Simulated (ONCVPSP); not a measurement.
What one change does to a pseudopotential (oxygen (O), ONCV)

oxygen (O), optimised norm-conserving Vanderbilt (ONCV), made with ONCVPSP 4.0.1 (PBE, non-relativistic). Core [He], reference 2s2 2p3.5 (charge +0.5). Waves: 2s: rc 0.95 bohr, ncon 4, nbas 7, qcut 6.6 1/bohr, 1 projector; 2p: rc 2.10 bohr, ncon 4, nbas 8, qcut 8.4 1/bohr, 2 projectors, debl 0.6 Ha. Local part: polynomial inside 0.65 bohr (lpopt 4, dvloc0 3 Ha). Core correction: Teter function, fcfact 5.25, rcfact 1.45.

Change: p: rc 2.5.

Cutoffs: the cutoffs (Ha) at which the residual kinetic energy of the hardest occupied pseudo-wave falls to 1 and 0.1 mHa per electron; they do not see the model core or the augmentation charge, which bear on the density cutoff. Errors are all-electron minus pseudo energies relative to the spin-unpolarised reference configuration.

Predict the effect on cutoff, ghosts and configuration errors.

The potential gets neither clearly harder nor softer (101 Ha and 133 Ha → 101 Ha and 133 Ha); of the 4 tests that both files solve, the error grows in 4 and shrinks in 0 by more than 15 % and 0.3 meV (median size 59.5 → 93.9 meV); neither file shows a bound ghost. More of the atom is replaced by a form fitted at one configuration, so other configurations suffer.

| quantity | base | changed |
| --- | --- | --- |
| cutoff, loose | 101 Ha | 101 Ha |
| cutoff, tight | 133 Ha | 133 Ha |
| loose cutoff by channel | s 101 Ha, p 20 Ha | s 101 Ha, p 18 Ha |
| bound ghosts | none | none |
| GHOST(+) flags under 300 eV | none | none |
| error for 2s2 2p4, meV [ΔE -6.29 eV] | +16 | +26 |
| error for 2s2 2p3, meV [ΔE 10.15 eV] | +32 | +50 |
| error for 2s2 2p2, meV [ΔE 43.74 eV] | +490 | +724 |
| error for 2s1 2p4, meV [ΔE 25.32 eV] | -87 | -137 |
| s: phases at 0.96 bohr within 0.05 rad from the reference energy up to (Ha; the scan ends near 5) | 5.0 | 5.0 |
| rms error of d²Exc/dni dnj with the model core, mHa | 1.91 | 1.62 |
